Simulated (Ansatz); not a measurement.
`C[SiH](O)O[Si](C)(O)O` + HBr → `C[SiH](O)Br` + `C[Si](O)(O)O`  (ligand exchange at the Si–O bond)

Computed with Ansatz on PBE0-D4/def2-TZVP structures; ΔE is electronic, products minus reactants. CCSD(T)/CBS is the MP2 limit (def2-TZVPP, def2-QZVPP) plus CCSD(T) − MP2 in def2-TZVPP, frozen cores. DFT in def2-TZVPP. B3LYP here is the variant with VWN-RPA as its local correlation; programs differ in this. For Br outer-core shells are correlated without core-valence functions, which leaves a few kJ/mol of doubt a bond. Scalar relativity is left out up to krypton. One conformer a species, not always the lowest.

```tsv
species	B3LYP energy (Eh)
`C[SiH](O)O[Si](C)(O)O`	-962.65209
HBr	-2574.78969
`C[SiH](O)Br`	-2980.21492
`C[Si](O)(O)O`	-557.21904
```

**Question.** Work out ΔE.

**Answer.** ΔE = (-2980.21492) + (-557.21904) − (-962.65209) − (-2574.78969) = 0.00782 Eh = +20.5 kJ/mol. CCSD(T)/CBS gives +21.7 kJ/mol.

Largest T1 diagnostic among the species: 0.011.

From BLYP to BHLYP (50 % exact exchange), in def2-TZVPP and without D4, ΔE moves by +7.4 kJ/mol. Leaving LDA and LC-ωPBE aside and taking each functional with its dispersion term where it has one, the values, not all of them listed here, spread over 19.3 kJ/mol, from PBE-D4 to CAM-B3LYP-D4. LDA lies +8.1 kJ/mol from PBE without D4. At CCSD(T), def2-SVP lies +9.4 kJ/mol from the extrapolated value and def2-TZVPP +5.7 kJ/mol.
